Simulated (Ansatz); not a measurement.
## Nudged elastic band run: H7OPSi2

input.yaml

```yaml
crystal:
  periodic: [false, false, false]
  atoms:
    - { symbol: O, position_ang: [-0.567467, 1.937695, -0.199459] }
    - { symbol: P, position_ang: [0.780391, 0.80287, -0.322027] }
    - { symbol: Si, position_ang: [0.471824, -0.174714, 1.657639] }
    - { symbol: Si, position_ang: [-0.268946, -0.771284, -1.508992] }
    - { symbol: H, position_ang: [-0.133852, 2.78358, -0.571294] }
    - { symbol: H, position_ang: [1.007478, 0.650063, 2.713238] }
    - { symbol: H, position_ang: [1.172057, -1.43665, 1.67847] }
    - { symbol: H, position_ang: [-0.919667, -0.428412, 1.951836] }
    - { symbol: H, position_ang: [-1.59929, -1.06251, -1.026353] }
    - { symbol: H, position_ang: [-0.376864, -0.365631, -2.889431] }
    - { symbol: H, position_ang: [0.499936, -1.992105, -1.463027] }
basis:
  gaussian: { orbitals: STO-3G }
hamiltonian:
  xc: r2scanh
neb:
  order_check: false
  images: 7
  f_tol: 0.03
  max_iterations: 55
  initial_path: idpp
  final_atoms:
    - { symbol: O, position_ang: [-0.11289198, 2.1650312, -0.37651599] }
    - { symbol: P, position_ang: [0.99466356, 0.7975449, -0.38242188] }
    - { symbol: Si, position_ang: [0.5399126, -0.0960045, 1.61620836] }
    - { symbol: Si, position_ang: [-0.20717578, -0.68818587, -1.54343386] }
    - { symbol: H, position_ang: [-1.01155854, 1.76470177, -0.08920479] }
    - { symbol: H, position_ang: [1.16046302, 0.66628583, 2.67172337] }
    - { symbol: H, position_ang: [1.03343075, -1.45075781, 1.68415591] }
    - { symbol: H, position_ang: [-0.88374093, -0.12270884, 1.87296315] }
    - { symbol: H, position_ang: [-1.59500052, -0.68187051, -1.13437298] }
    - { symbol: H, position_ang: [-0.16560994, -0.39133132, -2.95424998] }
    - { symbol: H, position_ang: [0.31310778, -2.01980283, -1.34425131] }
```

Command:

```bash
$ ansatz run input.yaml --threads 1 --pin off --max-ram 2048MiB --backend cpu --events-out ev --progress --plain --runs-dir out
```

Output, in part (warnings, iteration lines, the closing report on the highest movable image, with atoms numbered from 0):

```
NEB end point (image 0): max|allowed force component| = 5.921e-3 eV/Å (the criterion of neb.relax_end_points is 1.000e-2)
NEB end point (image 8): max|allowed force component| = 4.932e-3 eV/Å (the criterion of neb.relax_end_points is 1.000e-2)
NEB iter   1: max|band force component| = 3.185e0 eV/Å  barrier→ = 1.1438 eV  barrier← = 0.9791 eV  Δτ_max = 0.1963 Å  (190 SCF iters)
NEB iter   2: max|band force component| = 2.044e0 eV/Å  barrier→ = 0.6143 eV  barrier← = 0.4495 eV  Δτ_max = 0.1900 Å  (194 SCF iters)
NEB iter   3: max|band force component| = 1.344e0 eV/Å  barrier→ = 0.3262 eV  barrier← = 0.1614 eV  Δτ_max = 0.1513 Å  (182 SCF iters)
NEB iter   4: max|band force component| = 5.558e-1 eV/Å  barrier→ = 0.2517 eV  barrier← = 0.0869 eV  Δτ_max = 0.0344 Å  (170 SCF iters)
NEB iter   5: max|band force component| = 1.720e-1 eV/Å  barrier→ = 0.2380 eV  barrier← = 0.0732 eV  CI = image 5  Δτ_max = 0.0741 Å  (170 SCF iters)
NEB iter   6: max|band force component| = 8.006e-2 eV/Å  barrier→ = 0.2405 eV  barrier← = 0.0757 eV  CI = image 5  Δτ_max = 0.0259 Å  (170 SCF iters)
NEB iter   7: max|band force component| = 5.228e-2 eV/Å  barrier→ = 0.2398 eV  barrier← = 0.0750 eV  CI = image 5  Δτ_max = 0.0126 Å  (159 SCF iters)
NEB iter   8: max|band force component| = 2.679e-2 eV/Å  barrier→ = 0.2394 eV  barrier← = 0.0747 eV  CI = image 5  Δτ_max = 0.0000 Å  (290 SCF iters)
Total energy: -26886.12718499 eV, -988.0469499769 hartree
Atom 0 at    -0.186929     2.170236    -0.072830 Å, force    -0.026850     0.013834    -0.004010 eV/Å
Atom 1 at     0.971503     0.837043    -0.241460 Å, force    -0.002153    -0.010631    -0.005203 eV/Å
Atom 2 at     0.499761    -0.226822     1.672364 Å, force     0.001683    -0.001781     0.002746 eV/Å
Atom 3 at    -0.177056    -0.585736    -1.517529 Å, force    -0.001400    -0.004659    -0.009928 eV/Å
Atom 4 at    -0.949496     1.912507    -0.702656 Å, force     0.027551    -0.003726     0.014218 eV/Å
Atom 5 at     1.049186     0.489391     2.797162 Å, force    -0.000919     0.003279    -0.000926 eV/Å
Atom 6 at     1.091285    -1.543880     1.651359 Å, force     0.002462     0.002237     0.000253 eV/Å
Atom 7 at    -0.919910    -0.382059     1.895765 Å, force    -0.000305    -0.001333     0.004386 eV/Å
Atom 8 at    -1.566431    -0.670477    -1.123747 Å, force    -0.002377     0.002764    -0.000656 eV/Å
Atom 9 at    -0.147115    -0.151422    -2.893285 Å, force     0.004045     0.000232    -0.002154 eV/Å
Atom 10 at     0.400801    -1.905879    -1.444543 Å, force    -0.001738    -0.000217     0.001274 eV/Å
Dipole moment:    -0.132816    -0.208344    -0.163607 e Å
```

The run converged. A vibrational analysis at the climbing image gives one clearly imaginary mode, 359i cm⁻¹: a first-order saddle point. Limits of this set-up: minimal basis.

Final band (atoms are numbered from 1 in the order of the input):

| image | path coordinate (Å) | energy (eV) | dihedral H5–O1–P2–Si4 (°) |
| --- | --- | --- | --- |
| 0 | 0.00 | 0.000 | -126 |
| 1 | 0.34 | 0.005 | -105 |
| 2 | 0.68 | 0.030 | -85 |
| 3 | 1.02 | 0.093 | -63 |
| 4 | 1.36 | 0.189 | -36 |
| 5 | 1.69 | 0.239 | -7 |
| 6 | 1.97 | 0.214 | 16 |
| 7 | 2.25 | 0.177 | 35 |
| 8 | 2.53 | 0.165 | 49 |

Run time: 3.8 min on 1 thread of AMD EPYC 7R43 64-Core Processor (Zen 3), with other jobs on the host, peak memory 0.15 GiB.
